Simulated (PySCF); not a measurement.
Dipole moment and polarisability of `O=C(O)c1ccsc1`

Species: C5H4O2S.
Structure used (GFN2-xTB), in Å, numbered top down from 1:
```xyz
12
C5H4O2S angstrom
O      1.8759   -1.5215   -0.4087
C      1.5104   -0.4066   -0.1321
O      2.3767    0.5981    0.0918
C      0.1110    0.0111   -0.0016
C     -0.9813   -0.8810   -0.1916
C     -2.1768   -0.2730   -0.0200
S     -2.0036    1.3971    0.3754
C     -0.3023    1.2781    0.3098
H      3.2844    0.2715   -0.0075
H     -0.8454   -1.9167   -0.4425
H     -3.1592   -0.6935   -0.0995
H      0.3113    2.1357    0.5004
```

Level: CAM-B3LYP/def2-SVPD (PySCF), static field, nuclei fixed, core orbitals frozen in the response. The polarisability tensor in these axes (au):

```
x   104.64 -10.45  -3.67
y   -10.45  87.63   9.13
z    -3.67   9.13  52.70
```

Q: Diagonalise the tensor; give its mean and Δα, where Δα² is half the sum of the squared differences of the eigenvalues.

A: Principal values 50.44, 84.00 and 110.54 au; mean 81.66 au = 12.10 Å³ = 13.46 × 10⁻⁴⁰ C²·m²/J; Δα = 52.17 au (64 % of the mean).

Q: What is the dipole moment, and where does it point?

A: (-0.79, 1.61, 0.40) D, 1.84 D in size, pointing from the negative to the positive side. Measured along this direction, the outermost atoms are O1 at the negative end and S7 at the positive end.

Q: What would n − 1 = 2πNα be for an ideal gas of these molecules at 273.15 K and 1 atm, electronic part alone?

A: N = p/kT = 2.6868 × 10¹⁹ cm⁻³, so n − 1 = 2π × N × 12.10 × 10⁻²⁴ cm³ = 2043 × 10⁻⁶ at long wavelengths, for an ideal gas.

Q: Give the principal axes and the span of the nuclei along them.

A: Largest value along (0.88, -0.45, -0.13), where the nuclei span 5.24 Å; middle along (0.47, 0.86, 0.20), 4.22 Å; least along (0.02, -0.23, 0.97), 0.00 Å. The response follows the extents in order.

Q: How large is μ²/3kT at 500 K beside α?

A: In Gaussian units μ²/3kT = 16.38 Å³ against 12.10 Å³, a ratio of 1.35; the Debye molar polarisation (4π/3)N_A(α + μ²/3kT) is 71.8 cm³/mol, leaving out the vibrational part.

Q: What depolarisation ratio follows for Rayleigh scattering of linearly polarised light, taking the static tensor?

A: ρ = 3Δα²/(45ᾱ² + 4Δα²) = 8164.2/(300064 + 10885.7) = 0.0263.

One conformer (not necessarily the lowest) at the GFN2-xTB geometry, without solvent, vibrations or thermal averaging.
